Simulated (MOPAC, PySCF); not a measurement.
H$_{3}$NOSi, SMILES `[H]/N=[SiH]\O` (N–Si–O–H torsion 0°), neutral singlet in the gas phase. 

Z-matrix (Å, degrees):
```
Si
N 1 1.5964
H 2 1.0181 1 126.46
O 1 1.6507 2 135.93 3 0.00
H 4 0.9721 1 116.41 2 0.00
H 1 1.4757 2 119.09 3 180.00
```
Charge 0, spin multiplicity 1.

All levels are single points at this geometry (PBE-D3(BJ)/def2-TZVP); Pople sets use spherical d functions. Orbital energies aren't observables, and empty levels follow the basis.

```csv
level,HOMO (eV),LUMO (eV),gap (eV),dipole (D),"vertical IE, Delta-SCF (eV)"
PBE-D3(BJ)/def2-TZVP in PySCF,-6.23,-1.45,4.78,2.52,9.81
B3LYP/6-31G* in PySCF,-6.94,-0.40,6.54,2.63,9.60
B3LYP/LANL2DZ in PySCF,-7.28,-0.99,6.30,2.70,–
BP86/6-31G* in PySCF,-6.06,-1.15,4.91,2.61,–
SVWN5/6-31G* in PySCF,-6.11,-1.24,4.86,2.64,9.93
HF/3-21G in PySCF,-9.97,3.15,13.13,2.93,–
HF/6-31G* in PySCF,-10.10,3.07,13.17,2.92,8.05
HF/STO-3G in PySCF,-6.58,7.79,14.37,2.17,–
PM3 in MOPAC,-8.92,-0.02,8.90,2.00,–
```
